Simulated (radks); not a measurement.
Valence configurations of neutral oxygen (all share [He]). Calculated with a radial shooting solver on a logarithmic mesh with Libxc functionals: Dirac Kohn-Sham, BLYP, spin-unpolarised, spherical densities, finite nucleus; open shells fill j = l - 1/2 first; Fermi nuclear charge, rms radius 2.6991 fm. Energies are relative to 2s2 2p4; eigenvalues in eV.

[
 {"valence": "2s2 2p4", "E (eV)": "0.000", "e(2p1/2)": "-9.043", "e(2p3/2)": "-9.006", "e(2s1/2)": "-23.826"},
 {"valence": "2s1 2p5", "E (eV)": "14.844", "e(2p1/2)": "-9.449", "e(2p3/2)": "-9.412", "e(2s1/2)": "-24.280"},
 {"valence": "2s1.5 2p4.5", "E (eV)": "7.416", "e(2p1/2)": "-9.250", "e(2p3/2)": "-9.213", "e(2s1/2)": "-24.056"},
 {"valence": "2s0.5 2p5.5", "E (eV)": "22.284", "e(2p1/2)": "-9.642", "e(2p3/2)": "-9.605", "e(2s1/2)": "-24.497"},
 {"valence": "2p6", "E (eV)": "29.736", "e(2p1/2)": "-9.829", "e(2p3/2)": "-9.792", "e(2s1/2)": "-"}
]

NIST lists [He] 2s2 2p4 as the ground configuration; this level of theory agrees among the configurations tried. The energies are those of spherical spin-averaged densities, not of single terms.
